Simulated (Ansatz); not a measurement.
```yaml
crystal:
  periodic: [false, false, false]
  atoms:
    - {symbol: F, position_ang: [0.526079, -2.556780, 0.731657]}
    - {symbol: C, position_ang: [0.501899, -1.288373, 0.685242]}
    - {symbol: C, position_ang: [0.481317, -0.093465, 0.644540]}
    - {symbol: In, position_ang: [-1.327890, 0.661212, -1.847850]}
    - {symbol: F, position_ang: [-0.576941, 2.239177, -0.833084]}
    - {symbol: H, position_ang: [0.437536, 0.974229, 0.573293]}
basis:
  gaussian: {orbitals: def2-mTZVP, final_grid: {core_spheres: 1, valence_spheres: 1, degree: 5}}
hamiltonian: {xc: {name: PBE}}
output: {forces: true}
```

```sh
$ ansatz run in.yaml --threads 2 --pin off --events-out ev --progress --plain --max-ram 4352MiB
```

Output, abridged:

```
Functional definition: PBE
1062 factors; their error is unknown
mean field evaluation 1: about -12681.0372 eV, gradient 7.4e1 eV
mean field evaluation 2: about -12461.1239 eV, gradient 2.7e2 eV
mean field evaluation 4: about -12690.5114 eV, gradient 2.9e1 eV
mean field evaluation 8: about -12691.9525 eV, gradient 1.4e0 eV
mean field evaluation 16: about -12678.1104 eV, gradient 4.1e-1 eV
mean field -12678.11097371 eV, -465.9119847517 hartree, gradient 6.7e-5 eV, S^2 0.000000; 0 other end points of the search recorded, 0 dependent functions left out
reference -12678.11103399 eV, -465.9119869669 hartree; 26, 26 occupied and 89, 89 virtual orbitals, 1062 factors
Total energy: -12678.11103399 eV, -465.9119869669 hartree
Atom 0 at     0.526079    -2.556780     0.731657 Å, force     0.312231     5.178916     0.375130 eV/Å
Atom 1 at     0.501899    -1.288373     0.685242 Å, force    -0.106195    27.369606    -0.430767 eV/Å
Atom 2 at     0.481317    -0.093465     0.644540 Å, force     0.503790   -25.922647     0.961236 eV/Å
Atom 3 at    -1.327890     0.661212    -1.847850 Å, force     4.343525    15.552647     5.802168 eV/Å
Atom 4 at    -0.576941     2.239177    -0.833084 Å, force    -5.226224   -16.758600    -7.001561 eV/Å
Atom 5 at     0.437536     0.974229     0.573293 Å, force     0.172873    -5.419922     0.293794 eV/Å
Dipole moment:    -0.385249    -0.435506    -0.524496 e Å
```

Something in this input is off. What?

The integration grid is far too coarse. The calculation finished and met its thresholds. The result belongs to that input, not to the molecule as meant.
